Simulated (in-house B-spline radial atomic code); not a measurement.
A run on an ion of nuclear charge 66 with 66.2 electrons that did not converge. Method: scalar-relativistic (X2C) OLYP, spin-polarised, spherical fractional occupations, Fermi nucleus of rms radius 5.2218 fm; computed with an all-electron radial atomic-structure program (B-spline basis).

Command:
```bash
python run_scf.py task.json out
```
Settings (nuclear radius in fm, mass in u):
```
Z                66
configuration    [Xe] 4f10.2 6s2
hamiltonian      x2c
method           optx,lyp
spin_polarised   True
nucleus          fermi
rms_radius       5.2218
atomic_mass      163.92918
speed_of_light   137.035999084
```

First and last ten iterations of the last attempt (damped for 15 steps, keeping 80 % of the old Fock matrix, then DIIS):
```
 iter        energy (Eh)    residual
    1      -12106.058214    7.87e-01
    2      -12110.490628    1.44e+00
    3      -12135.570219    9.12e-01
    4      -12149.114879    5.54e-01
    5      -12155.840767    3.48e-01
    6      -12158.879780    2.22e-01
    7      -12160.138155    1.43e-01
    8      -12160.639090    9.08e-02
    9      -12160.850185    5.88e-02
   10      -12160.951577    4.37e-02
  111      -12156.200196    2.02e-01
  112      -12156.217597    2.02e-01
  113      -12156.194117    2.02e-01
  114      -12156.217032    2.02e-01
  115      -12161.064657    1.19e-02
  116      -12161.064209    1.21e-02
  117      -12161.064294    1.19e-02
  118      -12161.067727    1.01e-02
  119      -12156.219509    2.01e-01
  120      -12156.234470    2.00e-01
 not converged after 120 iterations
```

The smallest residual met was 1.4e-03; the threshold is about 7e-07. No energy from this run should be used. The likely cause: this method binds the added charge weakly or not at all at the basis-set limit, so charge moves back and forth between the atom and the box. Time taken, with all properties: 3.1 s on 1 thread of Intel(R) Xeon(R) Platinum 8488C, with other jobs on the host.
